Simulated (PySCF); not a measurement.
From one molecule to another.

First species: C5H13NSi.
SMILES: `N[SiH2]C1CCCC1`

Second species: C5H9NOSi.
SMILES: `c1n([SiH3])cc(OC)c1`

Levels: wB97X-D/def2-SVPD for HOMO energy, LUMO energy, HOMO–LUMO gap and static isotropic polarisability; TDDFT wB97X-D/def2-SVPD for lowest singlet excitation; TDA wB97X-D/def2-SVPD for lowest triplet excitation (Tamm–Dancoff). Geometries: GFN2-xTB. All species are isolated and taken at one optimised geometry, non-relativistic unless stated; the electronic structure was computed with PySCF and density fitting.

Dipoles, sizes and rotational constants follow the conformer. The torsions of the flexible species, by atom-mapped SMILES:
- `[CH3:1][O:2][c:3]1[cH:4][cH:5][n:6]([SiH3:7])[cH:8]1`: C1–O2–C3–C4 180°

The conformers of `N[SiH2]C1CCCC1` aren't listed.

Values for the first species:

- HOMO energy: -9.16 eV
- LUMO energy: 2.11 eV
- HOMO–LUMO gap: 11.27 eV
- Lowest singlet excitation: 6.55 eV
- Lowest triplet excitation (Tamm–Dancoff): 6.30 eV
- Static isotropic polarisability: 90.2 au

(1) Estimate the same properties for the second species, and the change in each.

Answers

(1) 
```tsv
property	first	second	second less first
HOMO energy	-9.16 eV	-7.70 eV	+1.46 eV
LUMO energy	2.11 eV	1.86 eV	-0.25 eV
HOMO–LUMO gap	11.27 eV	9.56 eV	-1.71 eV
lowest singlet excitation	6.55 eV	5.71 eV	-0.84 eV
lowest triplet excitation (Tamm–Dancoff)	6.30 eV	4.33 eV	-1.97 eV
static isotropic polarisability	90.2 au	94.3 au	+4.1 au
```

On the first: S1 lies 4.72 eV below the HOMO–LUMO gap; its leading configuration is HOMO→LUMO, weight 0.91. In wavenumbers S1 is 52900 cm⁻¹ (1 eV = 8065.54 cm⁻¹).

On the second: The polarisability is 13.98 Å³ as a volume (1 au = 0.148185 Å³), or 1.39 au for each of the 68 electrons. The vertical singlet–triplet gap S1 − T1 is 1.38 eV (TDDFT singlet less Tamm–Dancoff triplet).
